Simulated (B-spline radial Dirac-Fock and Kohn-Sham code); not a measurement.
ΔSCF core binding energies without Breit or QED terms, calculated with a radial atomic solver.

A sound run for zirconium as Zr⁴⁺ in the configuration [Ar] 3d10 4s2 4p6: The ground state converged in 9 iterations, with total energy -3594.42454 Ha, virial ratio 1.96737 and highest orbital energy -79.96 eV. ΔSCF binding energies: K (1s) 18099.2 eV, L3 (2p3/2) 2282.7 eV, M5 (3d5/2) 234.9 eV.

A second run, with one unsound setting: The ground state converged in 8 iterations, with total energy -3481.86293 Ha, virial ratio 1.85527 and highest orbital energy 359.37 eV. ΔSCF binding energies: K (1s) 17808.8 eV, L3 (2p3/2) 2036.6 eV, M5 (3d5/2) 51.37 eV.

```
iter   energy (Ha)        error
   1    -3480.07157415  1.38e+00
   2    -3481.74559485  1.36e-01
   3    -3481.84826489  4.95e-02
   4    -3481.86109289  1.82e-02
   5    -3481.86277627  4.72e-03
   6    -3481.86293277  6.37e-05
   7    -3481.86293277  4.99e-06
   8    -3481.86293277  9.95e-08
```

Problem. Which fault fits the second run best?
A. tolerance below the noise
B. too few iterations
C. box too small
D. unbound anion

Solution. C. The input had rmax = 1.0: rmax squeezes the outer orbitals.
